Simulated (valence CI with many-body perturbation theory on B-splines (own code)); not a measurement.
## Ta LX: electric-dipole lines

Method: valence CI with perturbative core correlation (CI+MBPT): four valence electrons over a frozen Dirac-Fock core [Ne], a basis of 11 s, 11 p, 9 d, 7 f, 5 g, 2 h, 1 i functions for each j, with the one-electron correlation potential Σ1 (screened to all orders), the two-electron term Σ2, the three-electron term Σ3, Breit, model QED; selected single and double excitations, second order for the rest (own B-spline code, finite nucleus).

The last digits are not significant, and no measured levels were compared; by estimate large intervals hold to a few tenths of a per cent, small ones and those within an open d or f shell to about a per cent.

Lines 101 to 150 of 236 in falling wavelength, among levels below 9783.6 × 10³ cm⁻¹, chosen from the strongest by gf and those to the six lowest levels. Wavelengths and rates use the calculated energies. Electric multipoles are in the length gauge, E1 and E2 with the static RPA response of the core. Weak lines are less certain than strong ones. Lines between different terms over intervals too small for the method are left out, as are lines whose strength nearly cancels. The highest levels of a list are the least certain.

Levels are named by their leading jj configuration (3d3/2^4 stands for four electrons in 3d with j = 3/2), which in mixed levels can hold well under half, so a name can repeat and another be missing. Letters in brackets count levels of one name in rising energy.

```csv
λ vac (nm),Upper,Lower,A (s⁻¹),S (a.u.)
3.739,(3s^2 3p3/2 3d5/2) J=1,(3s^2 3p3/2^2) J=2,6.79e+10,5.25e-03
3.659,(3s 3p1/2 3p3/2 3d5/2) J=3 [c],(3s 3p1/2 3p3/2^2) J=2 [a],1.36e+11,2.30e-02
3.651,(3s 3p1/2 3p3/2 3d5/2) J=3 [d],(3s 3p1/2 3p3/2^2) J=3,5.08e+10,8.55e-03
3.560,(3s 3p1/2 3p3/2 3d5/2) J=2 [d],(3s 3p1/2 3p3/2^2) J=3,3.90e+10,4.34e-03
2.662,(3s 3p1/2 3p3/2 3d3/2) J=2 [a],(3s^2 3p1/2 3d3/2) J=2,1.13e+10,5.28e-04
2.621,(3s 3p1/2 3p3/2^2) J=2 [a],(3s^2 3p1/2 3p3/2) J=2,1.52e+10,6.76e-04
2.613,(3s 3p1/2 3p3/2 3d5/2) J=2 [a],(3s^2 3p1/2 3d5/2) J=2,2.25e+11,9.91e-03
2.606,(3s 3p1/2 3p3/2 3d3/2) J=1 [a],(3s^2 3p1/2 3d3/2) J=2,1.62e+10,4.24e-04
2.577,(3s 3p1/2 3p3/2 3d3/2) J=3 [a],(3s^2 3p1/2 3d3/2) J=2,1.40e+10,8.27e-04
2.571,(3s 3p1/2 3p3/2^2) J=2 [a],(3s^2 3p1/2 3p3/2) J=1,4.84e+11,2.03e-02
2.557,(3s 3p1/2 3p3/2 3d3/2) J=2 [b],(3s^2 3p1/2 3d3/2) J=2,4.20e+10,1.73e-03
2.531,(3s 3p1/2 3p3/2 3d3/2) J=2 [a],(3s 3p1/2^2 3p3/2) J=1,2.55e+11,1.02e-02
2.525,(3s 3p1/2 3p3/2^2) J=3,(3s^2 3p1/2 3p3/2) J=2,3.25e+11,1.81e-02
2.512,(3s 3p1/2 3p3/2 3d5/2) J=3 [b],(3s^2 3p1/2 3d5/2) J=3,2.39e+11,1.31e-02
2.496,(3s 3p1/2 3p3/2 3d5/2) J=4 [b],(3s^2 3p1/2 3d5/2) J=3,1.06e+11,7.35e-03
2.494,(3s 3p1/2 3p3/2 3d5/2) J=2 [b],(3s^2 3p1/2 3d5/2) J=3,2.12e+11,8.13e-03
2.494,(3s 3p1/2 3p3/2 3d3/2) J=0 [a],(3s 3p1/2^2 3p3/2) J=1,7.06e+10,5.40e-04
2.480,(3s 3p1/2 3p3/2 3d3/2) J=1 [a],(3s 3p1/2^2 3p3/2) J=1,2.78e+07,6.27e-07
2.441,(3s^2 3d3/2^2) J=2,(3s^2 3p1/2 3d5/2) J=3,8.15e+10,2.93e-03
2.439,(3s 3p1/2 3p3/2 3d5/2) J=3 [c],(3s^2 3p1/2 3d5/2) J=3,5.62e+10,2.82e-03
2.436,(3s 3p1/2 3p3/2 3d3/2) J=2 [b],(3s 3p1/2^2 3p3/2) J=1,5.16e+11,1.84e-02
2.434,(3s 3p1/2 3p3/2 3d5/2) J=3 [c],(3s^2 3p1/2 3d5/2) J=2,1.36e+12,6.77e-02
2.434,(3s 3p1/2 3p3/2 3d3/2) J=1 [d],(3s^2 3p1/2 3d3/2) J=1,5.82e+11,1.24e-02
2.432,(3s 3p3/2^3) J=2,(3s^2 3p3/2^2) J=2,1.93e+12,6.85e-02
2.426,(3s 3p1/2 3p3/2 3d5/2) J=4 [c],(3s^2 3p1/2 3d5/2) J=3,9.18e+11,5.82e-02
2.424,(3s 3p1/2 3p3/2 3d3/2) J=2 [c],(3s^2 3p1/2 3d3/2) J=2,7.96e+11,2.80e-02
2.423,(3s 3p1/2 3p3/2^2) J=0,(3s^2 3p1/2 3p3/2) J=1,6.14e+11,4.31e-03
2.421,(3s 3p1/2 3p3/2 3d3/2) J=2 [e],(3s^2 3p1/2 3d3/2) J=1,1.58e+12,5.54e-02
2.411,(3s 3p1/2 3p3/2 3d3/2) J=0 [b],(3s^2 3p1/2 3d3/2) J=1,1.07e+12,7.43e-03
2.409,(3s 3p1/2 3p3/2 3d5/2) J=1 [b],(3s^2 3p1/2 3d5/2) J=2,4.37e+11,9.05e-03
2.398,(3s 3p1/2 3p3/2^2) J=1 [a],(3s^2 3p1/2 3p3/2) J=2,1.86e+10,3.79e-04
2.398,(3s 3p1/2 3p3/2^2) J=2 [b],(3s^2 3p1/2 3p3/2) J=2,1.26e+12,4.28e-02
2.397,(3s 3p1/2 3p3/2 3d3/2) J=2 [a],(3s 3p1/2^2 3p3/2) J=2,7.64e+10,2.60e-03
2.395,(3s 3p1/2^2 3p3/2) J=1,(3s^2 3p1/2^2) J=0,6.65e+11,1.35e-02
2.394,(3s 3p1/2 3p3/2 3d3/2) J=3 [b],(3s^2 3p1/2 3d3/2) J=2,1.37e+11,6.48e-03
2.382,(3p1/2^2 3p3/2^2) J=0,(3s 3p1/2^2 3p3/2) J=1,1.22e+12,8.12e-03
2.374,(3s 3p1/2 3p3/2 3d3/2) J=1 [b],(3s^2 3p1/2 3d3/2) J=2,1.28e+11,2.54e-03
2.371,(3s 3p3/2^3) J=1,(3s^2 3p3/2^2) J=0,1.29e+12,2.55e-02
2.366,(3s 3p1/2 3p3/2 3d3/2) J=2 [d],(3s^2 3p1/2 3d3/2) J=2,1.92e+11,6.28e-03
2.356,(3s 3p1/2 3p3/2^2) J=1 [a],(3s^2 3p1/2 3p3/2) J=1,1.01e+12,1.95e-02
2.356,(3s 3p1/2 3p3/2^2) J=2 [b],(3s^2 3p1/2 3p3/2) J=1,2.14e+10,6.92e-04
2.354,(3s 3p1/2 3p3/2 3d5/2) J=1 [c],(3s^2 3p1/2 3d5/2) J=2,4.62e+11,8.93e-03
2.352,(3s 3p1/2 3p3/2 3d5/2) J=3 [d],(3s^2 3p1/2 3d5/2) J=3,1.02e+12,4.57e-02
2.352,(3s 3p1/2 3p3/2 3d3/2) J=3 [c],(3s^2 3p1/2 3d3/2) J=2,1.97e+12,8.84e-02
2.351,(3s 3p1/2 3p3/2 3d3/2) J=1 [a],(3s 3p1/2^2 3p3/2) J=2,3.20e+10,6.16e-04
2.348,(3s 3p1/2 3p3/2 3d5/2) J=3 [d],(3s^2 3p1/2 3d5/2) J=2,2.02e+11,9.02e-03
2.347,(3s 3p1/2 3p3/2 3d5/2) J=2 [c],(3s^2 3p1/2 3d5/2) J=3,2.61e+11,8.32e-03
2.347,(3s 3p1/2 3p3/2^2) J=1 [b],(3s^2 3p1/2 3p3/2) J=2,2.15e+12,4.12e-02
2.345,(3s 3p1/2 3p3/2 3d3/2) J=1 [c],(3s^2 3p1/2 3d3/2) J=2,2.36e+12,4.51e-02
2.343,(3s 3p1/2 3p3/2 3d5/2) J=2 [c],(3s^2 3p1/2 3d5/2) J=2,3.96e+11,1.26e-02
```
